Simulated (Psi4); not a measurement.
C2H4AlNO2 (SMILES C[O][AlH][N]=C=O), singlet, geometry from GFN2-xTB (such geometries of metal compounds can be far from the true shape).

Here is a job for Psi4.
```
memory 2 GB

molecule {
0 1
Al   -0.84324090   -0.40760898    0.14862203
H    -2.24175733   -0.49775900    0.68870565
N     0.09054408    1.08390773    0.50137731
C     0.62267156    2.11298674    0.79333193
O     1.14117942    3.10741490    1.07218225
O    -0.28272085   -1.67950738   -0.72036150
C     0.17817457   -2.77971956   -1.45764180
H     0.00888800   -2.60932096   -2.52292348
H     1.24647783   -2.92423448   -1.28537344
H    -0.35803090   -3.67998601   -1.15084327
}

set {
  basis def2-sv(p)
}

energy('b3lyp')
print_variables()
```

**Question.** What does this run give for the nuclear repulsion energy, number of basis functions, total energy, dipole moment?

**Answer.** 
The nuclear repulsion energy comes out as 244.8792 Eh and the number of basis functions is 96. The total energy comes out as -526.065227 Ha and the dipole moment comes out as 3.06 D.
